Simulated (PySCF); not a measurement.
## TPSS on Cd(2+) (cadmium, charge +2)

Configuration: [Kr] 4d10, closed-shell 1S. Calculation: PySCF 2.14, in cc-pVDZ-PP with ECP28MDF (4s4p3d1f, 38 functions); a scalar-relativistic core potential.

| Property | Result |
| --- | --- |
| Total energy | -166.7068 hartree |
| One-electron energy | -283.5245 hartree |
| Hartree (Coulomb) energy | 131.7426 hartree |
| Exchange-correlation energy | -14.9249 hartree |
| ⟨S²⟩ | 0.0000 |
| ⟨L²⟩ | 0.000 |
| Sum of ⟨r⟩ | 20.29 bohr |
| Sum of ⟨r²⟩ | 27.01 bohr² |
| Time after the integrals | 0.88 s of wall time on 1 thread of Neoverse-V1 (shared host) |

```json
{"shell": "4s", "electrons": "2", "mean orbital energy (hartree)": "-4.69716", "rms radius, mean of both spins (bohr)": "0.942"}
{"shell": "4p", "electrons": "6", "mean orbital energy (hartree)": "-3.20422", "rms radius, mean of both spins (bohr)": "1.03"}
{"shell": "4d", "electrons": "10", "mean orbital energy (hartree)": "-1.10863", "rms radius, mean of both spins (bohr)": "1.37"}
```

Energies and moments cover only the electrons outside the core potential.
